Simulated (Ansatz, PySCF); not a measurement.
Sn(H)2(Et)(NH2) (C2H9NSn), SMILES C[CH2][SnH2][NH2]. Atoms are numbered in the order given.

```xyz
13

Sn     0.3990    -0.3838     0.2362
N      1.2335     1.2767    -0.6628
C     -1.6541    -0.3493    -0.4498
C     -2.2100     1.0721    -0.4979
H      1.3031    -1.7189    -0.3555
H      0.4841    -0.3321     1.9647
H      0.9815     2.1391    -0.1763
H      2.2543     1.2394    -0.6529
H     -1.6559    -0.8085    -1.4523
H     -2.2567    -1.0015     0.2039
H     -2.2553     1.5312     0.5042
H     -3.2343     1.0934    -0.9082
H     -1.5863     1.7220    -1.1331
```
Charge 0, spin multiplicity 1.

Geometry optimised at r2SCAN-D4/def2-SVP. The structure was generated by enumeration; whether it is a known compound was not checked. The def2 effective core potentials stand for the cores of Sn; spin–orbit coupling is left out. The values are those of a single conformer.

Two levels are set side by side: PBE-D3(BJ)/def2-SVP (Ansatz, a quantum-chemistry and plane-wave program) and r2SCAN-D4/def2-SVP (Ansatz). Each level has its own optimised geometry; the coordinates shown are those of the second. Frequencies come from the Hessian of PySCF at each geometry. Differences are taken from unrounded values.

```tsv
quantity	r2SCAN-D4
mean bond length (Å)	1.397
bond Sn1–N2 (Å)	2.064
bond Sn1–C3 (Å)	2.165
bond C3–C4 (Å)	1.527
bond Sn1–H5 (Å)	1.718
bond Sn1–H6 (Å)	1.731
bond N2–H7 (Å)	1.022
bond N2–H8 (Å)	1.021
bond C3–H9 (Å)	1.103
bond C3–H10 (Å)	1.103
bond C4–H11 (Å)	1.103
bond C4–H12 (Å)	1.104
bond C4–H13 (Å)	1.102
highest harmonic wavenumber (cm⁻¹)	3595
mean harmonic wavenumber (cm⁻¹)	1369
zero-point energy (kcal/mol)	64.59
```

Q: What does PBE-D3(BJ) give, and how far is it from r2SCAN-D4? (Estimate from the structure and the level; the computed values follow.)

A: 
| quantity | PBE-D3(BJ) | PBE-D3(BJ) minus r2SCAN-D4 |
|---|---|---|
| mean bond length (Å) | 1.407 | 0.010 |
| bond Sn1–N2 (Å) | 2.085 | 0.021 |
| bond Sn1–C3 (Å) | 2.180 | 0.015 |
| bond C3–C4 (Å) | 1.530 | 0.003 |
| bond Sn1–H5 (Å) | 1.733 | 0.015 |
| bond Sn1–H6 (Å) | 1.747 | 0.015 |
| bond N2–H7 (Å) | 1.030 | 0.008 |
| bond N2–H8 (Å) | 1.030 | 0.008 |
| bond C3–H9 (Å) | 1.109 | 0.007 |
| bond C3–H10 (Å) | 1.109 | 0.007 |
| bond C4–H11 (Å) | 1.110 | 0.007 |
| bond C4–H12 (Å) | 1.111 | 0.008 |
| bond C4–H13 (Å) | 1.110 | 0.007 |
| highest harmonic wavenumber (cm⁻¹) | 3496 | -100 |
| mean harmonic wavenumber (cm⁻¹) | 1334 | -36 |
| zero-point energy (kcal/mol) | 62.91 | -1.68 |
